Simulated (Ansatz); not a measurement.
**Two structures, one formula**

The two ends of one reaction step of CH$_{7}$AlSe, singlet (PBE0-D4/def2-TZVP).

A:

```
10
angstrom
Al -1.0699 -0.1011 -0.3051
C 0.0702 -1.0464 0.9897
H -1.3706 -0.7803 -1.7224
H -2.0963 1.0076 0.2215
H 1.2074 2.1712 -0.0672
Se 0.6261 1.7043 -1.3334
H -0.5035 -1.8324 1.4939
H 0.9252 -1.5370 0.5143
H 0.4522 -0.3841 1.7726
H 1.7594 0.7981 -1.5641
```

B:

Al1  (-0.988, 0.463, -0.975)
C2  (0.471, -0.803, 1.322)
H3  (-0.757, -0.933, -1.677)
H4  (-2.212, 0.803, -0.034)
H5  (0.872, 0.053, 0.770)
Se6  (0.380, 2.254, -1.544)
H7  (-0.622, -0.827, 1.295)
H8  (0.867, -1.725, 0.900)
H9  (0.779, -0.699, 2.362)
H10  (1.210, 1.415, -2.419)
(Å)

Computed with Ansatz 0.2.0 (basis: def2-TZVPP); correlated methods freeze the cores. Filled d shells of the heavier atoms are correlated. The def2 sets are not built for correlating such inner shells, so the correlated values are less sure here. B3LYP uses VWN-RPA correlation.

Problem. Which structure is lower at CCSD(T), and by how much? (Judge from chemistry; the value comes from the calculation.)

Solution. The calculation gives: B, by 0.957 eV (electronic energy, against the other). By their contacts, A is CH₇AlSe ([CH3][AlH2][SeH2]) and B is a complex of AlH₃Se ([AlH2][SeH]) + CH₄.

All methods give the same order:

| method | E(B) − E(A) (eV) |
| --- | --- |
| SPW92 | -0.828 |
| PBE-D4 | -0.917 |
| BLYP-D4 | -0.952 |
| r2SCAN-D4 | -0.958 |
| B97M-V | -0.927 |
| PBE0-D4 | -0.946 |
| B3LYP-D4 | -0.974 |
| r2SCAN0-D4 | -0.981 |
| BHLYP-D4 | -1.013 |
| CAM-B3LYP-D4 | -0.955 |
| wB97X-V | -0.946 |
| wB97M-V | -0.960 |
| B2PLYP | -1.004 |
| PBE-QIDH | -0.979 |
| RPA on PBE | -0.919 |
| HF | -1.146 |
| MP2 | -0.990 |
| CCSD | -0.970 |
| CCSD(T) | -0.957 |

The T1 diagnostic stays at or below 0.009.

Labels in which every atom is bracketed show which atoms are joined, not bond orders.

For scale, one of the runs: CCSD(T)/def2-TZVPP, 219 basis functions, launched by `ansatz run in.yaml --threads 4 --pin off --events-out ev --progress --plain --max-ram 9574MiB`. Time: 78 s of wall clock on 4 CPU threads of an Arm Neoverse V1; the host was shared. Peak host memory: 3.2 GiB.
